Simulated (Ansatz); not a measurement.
[SnCl3]- (SnCl3⁻), relaxed as a singlet with RKS PBE-D4/def2-SVPD in Ansatz, starting from the GFN2-xTB geometry. Force threshold 0.02 eV/Å.

In the def2 sets Sn takes a core potential; there is no spin–orbit coupling.

Start:

| atom | x (Å) | y (Å) | z (Å) |
| --- | --- | --- | --- |
| Sn1 | -0.152 | 0.792 | 0.292 |
| Cl2 | -2.074 | -0.795 | 0.237 |
| Cl3 | 1.537 | -0.575 | 1.515 |
| Cl4 | 0.689 | 0.577 | -2.045 |

Question: Estimate the energy that the relaxation releases and the steps that it takes.

Answer: 1.0 kcal/mol, in 4 steps; 2.4 s on 4 threads of Arm Neoverse V2 on a shared host. No frequencies were taken in this run, so the end may be a saddle point.

Question: Does the start keep its bonding and symmetry?

Answer: By distances, no bond broke or formed. The bond that changes most is Sn1–Cl2, from 2.49 to 2.54 Å (atoms count from 1). Point group C3v at the start, C3v at the end, both within 0.05 Å.

Question: Predict the relaxed structure.

Answer: 
```xyz
4

Sn   -0.1630    0.8505    0.3141
Cl   -2.0800   -0.8168    0.2313
Cl    1.5477   -0.5957    1.5157
Cl    0.6954    0.5619   -2.0611
```
Bond lengths: 3 × Cl–Sn 2.54 Å.
